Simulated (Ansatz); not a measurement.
Cl₃FH₂MoO₂, SMILES `[OH][Mo]([OH])([F])([Cl])([Cl])[Cl]`. The species carries charge 0 and has multiplicity 1. Mo takes the def2 core potential. The geometry is a stationary point of PBE0-D4/def2-TZVP. It is one conformer, not always the lowest.

```xyz
9

O     0.187   -1.645    0.227
Mo   -0.085    0.134   -0.215
O    -0.816    0.549    1.405
F     1.031   -0.304   -1.637
Cl   -0.319    2.165   -1.242
Cl   -2.093   -0.417   -1.153
Cl    1.889    0.896    0.782
H     0.622   -2.253   -0.384
H    -0.415    0.875    2.217
```

Question: What is the dipole moment at ωB97M-V/def2-TZVPP? (An estimate is asked.)

Answer: The calculation gave: 2.70 D, with components (-0.43, -1.64, 2.10) D in this frame, pointing from negative to positive charge.

Question: And with PBE, r2SCAN, B3LYP? (Estimate.)

Answer: Computed: PBE 2.50 D, r2SCAN 2.58 D, B3LYP 2.54 D.

Question: Give the Mulliken charges with ωB97M-V, B3LYP, PBE in def2-TZVPP. (Estimate.)

Answer: Ansatz gave: 
```
atom  ωB97M-V  B3LYP    PBE
  O1    -0.32  -0.36  -0.30
 Mo2     0.98   1.19   0.94
  O3    -0.31  -0.35  -0.29
  F4    -0.31  -0.34  -0.28
 Cl5    -0.13  -0.17  -0.15
 Cl6    -0.15  -0.19  -0.17
 Cl7    -0.21  -0.25  -0.22
  H8     0.23   0.23   0.23
  H9     0.23   0.23   0.23
```

B3LYP here is the variant with VWN-RPA as its local correlation; programs differ in this.
